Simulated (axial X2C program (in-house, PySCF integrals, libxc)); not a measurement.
# TaF⁻ along the bond: BP86, spin-free

All values were computed with an axial X2C code built on PySCF integrals. Spin-free means the one-electron spin-free X2C Hamiltonian. Basis: Ta dyall-acv3z [14s15p10d7f4g], F dyall-av3z [7s6p3d2f] (cores contracted in-house); Gaussian nuclei, density fitting, unrestricted open shells. Masses: Ta 180.948 u, F 18.998 u.

State: M_S = 3/2, Λ = 1 (beyond evenly filled blocks: π+α, δ+α, δ-α). Dipoles are positive if F is the positive end and refer to the centre of mass.

```tsv
R (Å)	μ (D)	HOMO (eV)	LUMO (eV)	⟨S²⟩
1.652	2.284	1.05	1.05	3.787
1.728	2.055	1.10	1.10	3.795
1.785	1.853	1.15	1.15	3.802
1.842	1.628	1.19	1.19	3.809
1.899	1.380	1.24	1.24	3.817
1.966	1.056	1.29	1.29	3.827
2.032	0.684	1.33	1.33	3.837
2.117	0.143	1.32	1.32	3.850
2.222	-0.542	1.23	1.23	3.866
2.374	-1.552	1.06	1.06	3.889
```

(1) The minimum lies at 1.887 Å. What is the dipole moment there?

The state is a single determinant with fixed occupations, the lowest that a limited PBE0 search found. PBE0 can misorder states that lie within some tenths of an eV, so this need not be the ground state of the molecule. The nearest other spin-free determinant of the search, M_S = 3/2, Λ = 0, lies 0.24 eV up at the distance of the search. The functionals have no current-density term, which raises determinants with orbital currents, atoms included. The highest occupied level of some functionals is positive through self-interaction error; at Hartree–Fock it is bound. The determinant is spin-polarised beyond a pure state at some levels (its spin-free form has ⟨S²⟩ too high), which makes Re and μ there less reliable. The LUMO of an anion is an unbound level whose energy the basis sets. A filled and an empty partner (Λ and −Λ, same spin) share one energy because the functional has no current term.

Results:

(1) At BP86, spin-free, with the sign and origin stated: μ = 1.44 D.
